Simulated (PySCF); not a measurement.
# TDDFT excited states: C13H16O

Compound: C13H16O.
SMILES: `CC(C)(C)C(=O)/C=C/c1ccccc1`

Method: PySCF, TDDFT CAM-B3LYP/def2-SVPD, vertical, gas phase, core orbitals frozen in the response. One conformer (not necessarily the lowest) at the PBE0-D3(BJ)/def2-SVP geometry, without solvent, vibrations or thermal averaging. Torsions of this conformer, `[CH3:1][C:2]([CH3:3])([CH3:4])[C:5](=[O:6])/[CH:7]=[CH:8]/[c:9]1[cH:10][cH:11][cH:12][cH:13][cH:14]1`: C1–C2–C5–O6 1°, C2–C5–C7–C8 180°, C7–C8–C9–C10 179°.

Problem. List the vertical singlet excitations with oscillator strengths and describe the spectrum.

Solution. 

```json
{"state": "S1", "E (eV)": "3.71", "ν̃ (cm⁻¹)": "29880", "f": "0.0003", "main configurations (H = HOMO, L = LUMO)": "H-1→L (82%), H-1→L+3 (14%)"}
{"state": "S2", "E (eV)": "4.45", "ν̃ (cm⁻¹)": "35890", "f": "0.699", "main configurations (H = HOMO, L = LUMO)": "H→L (96%)"}
{"state": "S3", "E (eV)": "4.90", "ν̃ (cm⁻¹)": "39490", "f": "0.0068", "main configurations (H = HOMO, L = LUMO)": "H-2→L (65%), H→L+1 (27%)"}
{"state": "S4", "E (eV)": "6.01", "ν̃ (cm⁻¹)": "48510", "f": "0.239", "main configurations (H = HOMO, L = LUMO)": "H→L+1 (62%), H-2→L (31%)"}
{"state": "S5", "E (eV)": "6.27", "ν̃ (cm⁻¹)": "50580", "f": "0.088", "main configurations (H = HOMO, L = LUMO)": "H-2→L+1 (41%), H→L+3 (28%), H-3→L (26%)"}
{"state": "S6", "E (eV)": "6.54", "ν̃ (cm⁻¹)": "52780", "f": "0.0004", "main configurations (H = HOMO, L = LUMO)": "H-1→L+3 (40%), H-1→L+12 (18%), H-1→L (14%)"}
{"state": "S7", "E (eV)": "6.62", "ν̃ (cm⁻¹)": "53400", "f": "0.0050", "main configurations (H = HOMO, L = LUMO)": "H-3→L (54%), H→L+3 (40%)"}
{"state": "S8", "E (eV)": "6.66", "ν̃ (cm⁻¹)": "53760", "f": "0.0002", "main configurations (H = HOMO, L = LUMO)": "H-6→L (35%), H-4→L (30%)"}
{"state": "S9", "E (eV)": "6.71", "ν̃ (cm⁻¹)": "54080", "f": "0.0036", "main configurations (H = HOMO, L = LUMO)": "H→L+2 (71%), H→L+4 (13%)"}
{"state": "S10", "E (eV)": "7.03", "ν̃ (cm⁻¹)": "56660", "f": "0.319", "main configurations (H = HOMO, L = LUMO)": "H-2→L+1 (46%), H→L+3 (22%), H-3→L (12%)"}
```

Triplets (Tamm–Dancoff): T1 2.77 eV, H→L (87%); T2 3.29 eV, H-1→L (77%), H-1→L+3 (17%); T3 4.20 eV, H-2→L+1 (27%), H-2→L (27%), H-3→L (20%); T4 4.33 eV, H-2→L (49%), H-3→L (12%), H→L+3 (9%).

The lowest singlet lies at 3.71 eV (335 nm, ultraviolet) and is dark (f under 0.0005); its leading configuration is HOMO-1→LUMO (82%). The strongest level in the table is S2 at 4.45 eV (279 nm, f = 0.699). Löwdin shares by element: HOMO carbon 59% or more (atoms not listed hold the other 41%); LUMO carbon 44% or more, oxygen 10% (atoms not listed hold the other 46%). Orbital energies (eV): HOMO-3 -10.20, HOMO-2 -8.86, HOMO-1 -8.55, HOMO -8.00, LUMO -1.05, LUMO+1 0.54, LUMO+2 1.14. The listed states span 3.32 eV, and the widest gap between neighbours is 1.12 eV (S3 to S4). Weighted by f, the mean energy of these states is 5.46 eV. Singlets were solved by full linear response, triplets in the Tamm–Dancoff approximation.
